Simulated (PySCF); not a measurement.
## Ionisation energy of Ga by level of theory

Ga [Ar] 3d10 4s2 4p1 [4p1/2^1, M_J = 1/2] → Ga+ [Ar] 3d10 4s2, as a difference of total energies. All numbers are calculated (PySCF 2.14, the two-component X2C-1e Hamiltonian, in x2c-TZVPPall-2c with one added diffuse shell each of s, p, d type (7s8p5d1f, 63 functions)). Correlated levels: [Ar] frozen; the 6 highest virtual spinors dropped. "Screened" scales the spin-orbit matrix elements by Boettger's factors to mimic the two-electron term; Breit and QED terms are absent.

| method | ionisation energy (eV) |
| --- | --- |
| GHF (screened spin-orbit) | 5.608 |
| GMP2 (screened spin-orbit) | 5.893 |
| GCCSD (screened spin-orbit) | 5.930 |
| GCCSD(T) (screened spin-orbit) | 5.957 |

Question: How much does correlation contribute at GCCSD(T) (screened spin-orbit)?

Answer: 5.957 − (5.608) = 0.349 eV, measured against GHF (screened spin-orbit).

Errors of the correlated levels include the incompleteness of this basis and the frozen core.

The coupled-cluster amplitudes are large for Ga (T1 above 0.03 or a double amplitude above 0.15), so a single reference is strained.

For comparison: 5.999 eV (measured; NIST Atomic Spectra Database, ionization energies).
